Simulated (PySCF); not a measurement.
C₂H₁₁AsGaN.
Structure used (PBE0-D3(BJ)/def2-SVP), in Å, numbered top down from 1:
```
atom  x, y, z in Å
C1    -0.9673   -1.4123   -0.5023
N2    -0.8551   -0.0400   -0.0937
C3    -1.2576    0.1933    1.2650
Ga4   -0.2162    1.2961   -1.2043
As5    2.3174    0.5625   -0.1648
H6    -0.6510   -1.5378   -1.5494
H7    -0.3439   -2.0917    0.1178
H8    -2.0089   -1.7873   -0.4258
H9    -1.1588    1.2581    1.5268
H10   -2.3153   -0.0924    1.4419
H11   -0.6509   -0.3867    1.9932
H12   -0.2992    2.7507   -0.6273
H13    0.0167    0.8899   -2.6993
H14    2.4130   -0.9436   -0.2988
H15    2.1456    0.5540    1.3408
H16    3.8242    0.7964   -0.1308
```

Computed with PBE0-D3(BJ)/def2-SVP geometry optimisation, gas phase (PySCF).

Q: Which atoms are bound to Ga4, and at what distances?

A: 4 atoms: H13 1.567 Å, H12 1.567 Å, N2 1.851 Å, As5 2.835 Å. The nearest atom not counted as bound is H6, at 2.89 Å (others tie with it).

Q: List the angles at Ga4.

A: 
| angle | degrees | distance of the outer atoms (Å) |
| --- | --- | --- |
| H12–Ga4–H13 | 126.9 | 2.80 |
| N2–Ga4–H13 | 115.9 | 2.90 |
| N2–Ga4–H12 | 115.5 | 2.90 |
| As5–Ga4–H12 | 98.8 | 3.44 |
| As5–Ga4–H13 | 98.6 | 3.44 |
| N2–Ga4–As5 | 84.4 | 3.23 |

Q: Describe the arrangement about Ga4 in numbers.

A: Angles from 84.4° to 126.9°; τ4 = (360° − α − β)/141° = 0.83 with α and β the two widest (0 for a square, 1 for a tetrahedron).

Q: What are the other bond lengths?

A: C1–N2, N2–C3 1.436 Å; C1–H6 and 3 like bonds 1.105 Å; C1–H7, C3–H11 1.111 Å; As5–H14, As5–H15 1.515 Å; As5–H16 1.525 Å.

Q: Give some angles away from the centre.

A: C1–N2–C3 113.7°, C1–N2–Ga4 123.1°.

Q: What are the rotational constants (commonest isotopes, rigid rotor)?

A: A = 2314, B = 1080, C = 881.6 MHz: an asymmetric top.

Point group: Cs (tolerance 0.08 Å). Charge 0, singlet. No PBE0-D3(BJ)/def2-SVP frequencies stand behind this structure, so it isn't proved a minimum.

One conformer stands for the species.
